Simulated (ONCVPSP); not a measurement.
**Reading a pseudo-wave (cerium)**

Columns: radius, all-electron u(r) and pseudo u(r) of the 5p shell (level -22.97 eV) of cerium in the configuration [Kr] 4d10 4f1 5s2 5p6 5d1 6s2; BLYP, scalar-relativistic, ONCV scheme, ONCVPSP 4.0.1.

```
r (bohr)  all-electron  pseudo
   0.165        0.2584  0.0201
   0.330       -0.0475  0.0797
   0.495       -0.4461  0.1753
   0.660       -0.3214  0.2997
   0.825        0.0441  0.4406
   0.990        0.4048  0.5815
   1.155        0.6658  0.7045
   1.320        0.8158  0.7938
   1.485        0.8743  0.8401
   1.650        0.8673  0.8421
   1.815        0.8186  0.8060
   1.980        0.7470  0.7428
   2.145        0.6654  0.6647
   2.310        0.5823  0.5822
   2.475        0.5028  0.5028
   2.640        0.4298  0.4298
   2.805        0.3644  0.3644
   2.970        0.3070  0.3070
   3.135        0.2573  0.2573
   3.300        0.2148  0.2147
   3.465        0.1786  0.1786
   3.630        0.1481  0.1481
   3.795        0.1225  0.1225
   3.960        0.1011  0.1011
   4.125        0.0833  0.0833
   4.290        0.0685  0.0685
```

How many radial nodes do the two functions have?

The all-electron 5p function has n − l − 1 = 3 (the table is too coarse to show those close to the nucleus); the pseudo-wave has 0, since the states of the same l below it are removed with the core.

At about which radius was the pseudo-wave matched?

2.40 bohr, where the columns begin to agree (steps of 0.17 bohr).

Is the pseudo-wave norm-conserving?

Yes: the ONCV scheme keeps the norm inside the radius equal to the all-electron one, which fixes the energy derivative of the logarithmic derivative at the level.
